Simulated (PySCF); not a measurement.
# Electronic structure of W (tungsten, neutral) at the UHF level

Configuration: [Xe] 4f14 5d4 6s2, high-spin 5D determinant. Calculation: PySCF 2.14, in aug-cc-pVDZ-PP with ECP60MDF; a scalar-relativistic core potential.

```
Total energy                                                  : -66.675859 hartree
One-electron energy                                           : -112.9587 hartree
Hartree (Coulomb) energy                                      : 53.2094 hartree
Exchange energy                                               : -6.9266 hartree
⟨S²⟩                                                          : 6.0312
⟨L²⟩                                                          : 6.103
Sum of ⟨r⟩                                                    : 24.77 bohr
Sum of ⟨r²⟩                                                   : 59.85 bohr²
Traceless quadrupole moment −½Σ⟨3z² − r²⟩ along its main axis : -0.184 e·bohr²
Time after the integrals                                      : 0.54 s of wall time on 1 thread of Neoverse-V1 (shared host)
```

```tsv
shell	electrons	mean orbital energy (eV)	spread (eV)	rms radius, mean of both spins (bohr)
5s α	1	-95.020	0	1.16
5s β	1	-90.844	0	1.16
5p α	3	-55.354	0.742	1.35
5p β	3	-49.114	1.207	1.35
5d α	4	-10.322	0.983	2.16
6s α	1	-8.272	0	3.71
6s β	1	-6.094	0	3.71
```

Energies and moments cover only the electrons outside the core potential. Spin-orbit coupling, absent here, splits the open shell strongly.
